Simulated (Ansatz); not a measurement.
```yaml
crystal:
  periodic: [false, false, false]
  atoms:
    - {symbol: Ga, position_ang: [-0.141510, 0.020901, 0.082392]}
    - {symbol: Cl, position_ang: [2.145444, -0.108449, -0.061282]}
    - {symbol: Cl, position_ang: [-1.079143, 1.924558, -0.103584]}
    - {symbol: Br, position_ang: [-1.105586, -1.909894, -0.189910]}
basis:
  gaussian: {orbitals: cc-pVDZ, fitting: {mean_field: def2-universal-jkfit}}
hamiltonian: {xc: {name: HF}}
scf: {omitted_lower_state_checks: [starts]}
relax: {f_tol: 0.001, max_steps: 2}
output: {forces: true}
```

```sh
$ ansatz run in.yaml --threads 4 --pin off --events-out ev --progress --plain --max-ram 3916MiB
```

Output, abridged:

```
Functional definition: HF
788 factors; integrals over basis functions are off by at most 2.3e-2 eV
mean field evaluation 1: about -147342.2879 eV, gradient 2.0e1 eV
mean field evaluation 2: about -147343.4037 eV, gradient 1.0e1 eV
mean field evaluation 4: about -147343.7167 eV, gradient 2.3e-1 eV
mean field -147343.71706445 eV, -5414.7817289601 hartree, gradient 1.5e-5 eV, S^2 0.000000; 0 other end points of the search recorded, 0 dependent functions left out
reference -147343.71706445 eV, -5414.7817289601 hartree; 50, 50 occupied and 40, 40 virtual orbitals, 788 factors
relax step   1: F+E_penalty+E_count = -147343.71706445 eV  Δ(F+E_penalty+E_count) = +0.000e0 eV  max|allowed force component| = 2.761e0 eV/Å  Δτ_max = 0.0000 Å  (25 SCF iters, accepted)
788 factors; integrals over basis functions are off by at most 2.0e-2 eV
mean field evaluation 8: about -147344.0376 eV, gradient 1.3e-1 eV
mean field -147344.03771086 eV, -5414.7935124983 hartree, gradient 9.8e-6 eV, S^2 0.000000; 0 other end points of the search recorded, 0 dependent functions left out
reference -147344.03771086 eV, -5414.7935124983 hartree; 50, 50 occupied and 40, 40 virtual orbitals, 788 factors
relax step   2: F+E_penalty+E_count = -147344.03771086 eV  Δ(F+E_penalty+E_count) = -3.206e-1 eV  max|allowed force component| = 5.455e-1 eV/Å  Δτ_max = 0.1393 Å  (26 SCF iters, accepted)
Error: geometry relaxation did not converge after 2 steps: max|allowed force component| = 5.45e-1 eV/Å (threshold 1.0e-3). Raise `relax.max_steps` over both its present limit and 2, loosen `relax.f_tol`, or start from a geometry closer to equilibrium. Where this run's directory can be resumed (`checkpoint.write`), a resume goes on for up to `relax.max_steps` more
```

Task: Something in this input is off. What?

Result: The relaxation is allowed too few steps for its threshold. The SCF steps converged, but the relaxation ran out of steps.
